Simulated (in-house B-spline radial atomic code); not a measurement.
Results of a calculation; reference values are marked as such.
Weak and strong correlation along the adiabatic connection

Two-electron singlets in several external potentials (atomic units), by full CI in B-splines with partial waves to l = 8 (correlation energies up to 0.6 % small). The repulsion is scaled by λ at fixed density; W(λ) is the mean repulsion less the Hartree energy, W(0) = E_x, and the area under W from 0 to 1 is E_xc.

Relative drop (W(λ) − E_x)/E_x:

```tsv
system	λ = 0.12	λ = 0.25	λ = 0.4	λ = 0.6	λ = 0.8	λ = 1
empty sphere, radius 5.31 bohr	0.0415	0.0781	0.1120	0.1470	0.1738	0.1948
−Z exp(−kr)/r, Z = 2.22, k = 0.617	0.0112	0.0227	0.0352	0.0507	0.0650	0.0781
ω²r²/2 − Z/r, ω = 0.12, Z = -0.5	0.0638	0.1145	0.1566	0.1957	0.2229	0.2429
−Z exp(−kr)/r, Z = 1.49, k = 0.203	0.0175	0.0349	0.0532	0.0750	0.0943	0.1114
ω²r²/2 − Z/r, ω = 0.0304, Z = 3	0.0068	0.0139	0.0217	0.0318	0.0413	0.0503
−Z/r, Z = 13	0.0014	0.0029	0.0047	0.0069	0.0092	0.0115
−Z/r, Z = 1.02	0.0344	0.0657	0.0958	0.1285	0.1548	0.1765
```

Q: Order the systems by how far second-order (GL2) theory, half the initial slope (estimated from the first points of each curve), overshoots the correlation energy, least first.
A. −Z exp(−kr)/r, Z = 2.22, k = 0.617
B. −Z exp(−kr)/r, Z = 1.49, k = 0.203
C. −Z/r, Z = 1.02
D. empty sphere, radius 5.31 bohr
E. −Z/r, Z = 13
F. ω²r²/2 − Z/r, ω = 0.12, Z = -0.5
G. ω²r²/2 − Z/r, ω = 0.0304, Z = 3

A: E (GL2/E_c = 1.02), G (GL2/E_c = 1.09), A (GL2/E_c = 1.15), B (GL2/E_c = 1.24), C (GL2/E_c = 1.48), D (GL2/E_c = 1.59), F (GL2/E_c = 1.92).

Q: What else changes along this order?

A: The ratio follows the bend of the curve. With it the leading natural occupation goes from 2.000 to 1.770 and −T_c/E_c from 0.98 to 0.51 between the first and the last.
